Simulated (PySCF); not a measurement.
# Correlation energy of Zr⁺ (zirconium, charge +1)

[Kr] 4d2 5s1, high-spin 4F determinant. All numbers are calculated (PySCF 2.14, a scalar-relativistic core potential, in aug-cc-pVDZ-PP with ECP28MDF (5s5p4d2f, 54 functions)). Frozen: 4s2 4p6; 3 electrons correlated.

MP2 pair energies summed by pair of shells (mhartree):

```tsv
pair	energy	share (%)
4d-5s	-6.59	72.6
4d-4d	-2.48	27.4
```

Total MP2 correlation energy: -9.08 mhartree.

Same-spin part -9.08 and opposite-spin part 0.00 mhartree; SCS-MP2 scales them by 1/3 and 6/5 to -3.03 mhartree.
